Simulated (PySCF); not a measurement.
Geometry:
```
atom   x (Å)   y (Å)   z (Å)
  C1  -0.071  -1.112  -1.977
  N2   0.314   0.165  -1.428
  C3   1.710   0.289  -1.068
  C4   2.099  -0.390   0.227
  C5   1.921   0.338   1.527
  C6   3.299   0.084   0.986
 Si7  -0.893   1.179  -0.700
  N8  -1.590   0.638   0.806
 Si9  -3.104  -0.166   1.089
 H10   0.566  -1.374  -2.842
 H11  -1.112  -1.074  -2.338
 H12  -0.009  -1.950  -1.254
 H13   1.967   1.360  -0.992
 H14   2.326  -0.116  -1.893
 H15   1.907  -1.468   0.254
 H16   1.549   1.368   1.491
 H17   1.595  -0.228   2.404
 H18   3.930  -0.654   1.488
 H19   3.850   0.938   0.580
 H20  -2.043   1.269  -1.645
 H21  -0.213   2.489  -0.477
 H22  -0.972   0.711   1.612
 H23  -2.911  -1.511   1.720
 H24  -3.774  -0.340  -0.234
 H25  -4.016   0.608   1.991
```

Geometry: PBE0-D3(BJ)/def2-SVP; GIAO absolute shieldings from PySCF, gas phase, non-relativistic, averaged over equivalent atoms.

At PBE0/pcSseg-1 (247 basis functions, 56 s wall time on 1 thread of an Arm Neoverse V1, shared host):
| atoms | σ (ppm) |
| --- | --- |
| C3 | 123.7 |
| C1 | 147.1 |
| C4 | 172.5 |
| C5/C6 | 178.2 |
| N2 | 206.3 |
| N8 | 236.2 |
| Si7 | 377.8 |
| Si9 | 404.9 |
| H23/H24/H25 | 26.55 |
| H20/H21 | 26.65 |
| H10/H11/H12 | 28.60 |
| H13/H14 | 28.78 |
| H15 | 30.13 |
| H17/H18 | 30.82 |
| H16/H19 | 31.25 |
| H22 | 31.29 |

Problem. What do these become at KT3/pcSseg-1?

Solution. 
```json
{"atoms": "C3", "σ at KT3/pcSseg-1": "121.1", "change": "-2.6"}
{"atoms": "C1", "σ at KT3/pcSseg-1": "144.5", "change": "-2.6"}
{"atoms": "C4", "σ at KT3/pcSseg-1": "170.2", "change": "-2.3"}
{"atoms": "C5/C6", "σ at KT3/pcSseg-1": "175.4", "change": "-2.8"}
{"atoms": "N2", "σ at KT3/pcSseg-1": "195.5", "change": "-10.8"}
{"atoms": "N8", "σ at KT3/pcSseg-1": "231.7", "change": "-4.5"}
{"atoms": "Si7", "σ at KT3/pcSseg-1": "396.6", "change": "+18.8"}
{"atoms": "Si9", "σ at KT3/pcSseg-1": "420.4", "change": "+15.5"}
{"atoms": "H23/H24/H25", "σ at KT3/pcSseg-1": "26.68", "change": "+0.13"}
{"atoms": "H20/H21", "σ at KT3/pcSseg-1": "26.78", "change": "+0.13"}
{"atoms": "H10/H11/H12", "σ at KT3/pcSseg-1": "28.58", "change": "-0.02"}
{"atoms": "H13/H14", "σ at KT3/pcSseg-1": "28.70", "change": "-0.08"}
{"atoms": "H15", "σ at KT3/pcSseg-1": "30.12", "change": "-0.01"}
{"atoms": "H17/H18", "σ at KT3/pcSseg-1": "30.85", "change": "+0.03"}
{"atoms": "H16/H19", "σ at KT3/pcSseg-1": "31.31", "change": "+0.06"}
{"atoms": "H22", "σ at KT3/pcSseg-1": "31.36", "change": "+0.07"}
```

The largest change is at Si7 (silicon bonded to 2 N, 2 H). Cost: 247 basis functions, 79 s wall time on 1 thread of an Arm Neoverse V1, shared host. The order of the carbon signals is the same at both levels.
